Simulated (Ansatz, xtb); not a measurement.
A geometry optimisation of CHClFTe with r2SCAN-D4/def2-SVP

The starting geometry of this gas-phase doublet has its atoms placed at random.

```xyz
5

C    -0.0522    0.4392    1.7295
Cl    0.6978    1.9513    0.0411
F    -0.5960   -0.0597   -0.6863
Te   -1.0867   -1.1332    1.2974
H    -0.7978    0.2638    0.7541
```

**Question.** Guess where an optimisation with r2SCAN-D4/def2-SVP ends from this start.

**Answer.** It ends as `F[Te][CH]Cl`. Distances that change by over a tenth: C1–H5 (1.24 → 1.10 Å). Contacts that open: Te4–H5 (1.53 → 2.76 Å). Contacts that close: C1–Cl2 (2.39 → 1.71 Å), F3–Te4 (2.31 → 1.98 Å).

The energy falls by 6.68 eV over 16 steps:

| step | E − E(last) (eV) |
| --- | --- |
| 1 | 6.675 |
| 3 | 4.239 |
| 4 | 3.351 |
| 6 | 1.167 |
| 8 | 0.268 |
| 9 | 0.099 |
| 11 | 0.021 |
| 13 | 0.001 |
| 14 | 0.000 |
| 16 | 0.000 |

Final geometry (Å):

```xyz
5

C    -0.2067    0.8359    0.9798
Cl    1.2822    1.6670    1.1625
F    -1.4665   -1.3245   -0.7292
Te   -0.3624   -1.1924    0.9044
H    -1.0816    1.4754    0.8184
```

From the same start GFN2-xTB reaches the same bonding as this run.

From so rough a start the end depends on the optimiser's path, so another program may land elsewhere. No frequencies were run, so the end isn't proven a minimum. Open shells are spin-unrestricted. Atoms past krypton carry core potentials, without spin–orbit terms. Run with Ansatz 0.2.0, 5.8 min on 1 thread of AMD EPYC (Zen 3) (shared host).
